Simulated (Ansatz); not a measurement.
C₄H₉BO, singlet, at a GFN2-xTB geometry, with bond 8-4 at 1.8 times its length; Ansatz (a quantum-chemistry and plane-wave program) with CASSCF(4,3)/STO-3G.

Ansatz was given this input:
Ansatz 0.2 input:
```yaml
crystal:
  periodic: [false, false, false]
  atoms:
    - {symbol: B, position_ang: [0.19517776, 0.64476699, 0.77045253]}
    - {symbol: C, position_ang: [-0.50690158, -0.42448008, -0.19548230]}
    - {symbol: C, position_ang: [-1.77381632, 0.05328313, -0.82177243]}
    - {symbol: C, position_ang: [-1.94684500, 0.25183904, -2.11571995]}
    - {symbol: H, position_ang: [-0.72694834, -1.31774300, 0.40105129]}
    - {symbol: H, position_ang: [0.18762444, -0.74022535, -0.97938274]}
    - {symbol: H, position_ang: [-2.58118086, 0.25851773, -0.13057081]}
    - {symbol: H, position_ang: [-0.53270371, -0.09311813, -3.39987314]}
    - {symbol: H, position_ang: [-2.87614895, 0.61454646, -2.52084208]}
    - {symbol: H, position_ang: [-0.32294392, 1.65041786, 1.08110931]}
    - {symbol: O, position_ang: [1.40159749, 0.46804075, 1.29753891]}
    - {symbol: C, position_ang: [2.22079476, -0.65594469, 1.07796331]}
    - {symbol: H, position_ang: [2.53981997, -0.70227131, 0.03353697]}
    - {symbol: H, position_ang: [3.09904917, -0.55847479, 1.71769364]}
    - {symbol: H, position_ang: [1.69387962, -1.58130904, 1.32403698]}
basis:
  gaussian:
    orbitals: STO-3G
hamiltonian:
  xc: hf
magnetization: {spin_polarized: false}
correlation: {active_space: {window: {electrons: 4, orbitals: 3}}}
```

Output, abridged:

```
Functional definition: HF
544 factors; integrals over basis functions are off by at most 8.5e-5 eV
mean field evaluation 1: about -6878.6156 eV, gradient 2.3e1 eV
mean field evaluation 2: about -6878.8751 eV, gradient 2.3e1 eV
mean field evaluation 4: about -6880.9970 eV, gradient 2.0e0 eV
mean field evaluation 8: about -6881.0134 eV, gradient 2.5e-5 eV
mean field -6881.01341726 eV, -252.8725789660 hartree, gradient 1.1e-6 eV, S^2 0.000000; 0 other end points of the search recorded, 0 dependent functions left out
reference -6881.01341726 eV, -252.8725789660 hartree; 23, 23 occupied and 16, 16 virtual orbitals, 544 factors
state -6883.26570867 eV, -252.9553491484 hartree
Total energy: -6883.26570867 eV, -252.9553491484 hartree
```
